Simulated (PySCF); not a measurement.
Ionisation energy of Nb²⁺ by level of theory

Nb²⁺ [Kr] 4d3 (4F) → Nb³⁺ [Kr] 4d2 (3F), as a difference of total energies. Calculation: PySCF 2.14, in ANO-RCC-VTZP; the spin-free X2C one-electron Hamiltonian (Gaussian nucleus). Correlated levels: valence: [Kr] frozen. The calculations carry no spin-orbit coupling.

Q: Order these methods by the ionisation energy they give, lowest first.
A. SCS-MP2 (valence)
B. UHF
C. CCSD(T) (valence)
D. MP2 (valence)

A: B (24.286 eV), A (24.391 eV), D (24.601 eV), C (24.670 eV).

A first-order spin-orbit estimate (lowest level to lowest level, LS coupling) adds -0.025 eV.

Errors of the correlated levels include the incompleteness of this basis and the frozen core.

For comparison: 25.04 eV (semi-empirical (NIST evaluation); NIST Atomic Spectra Database, ionization energies).
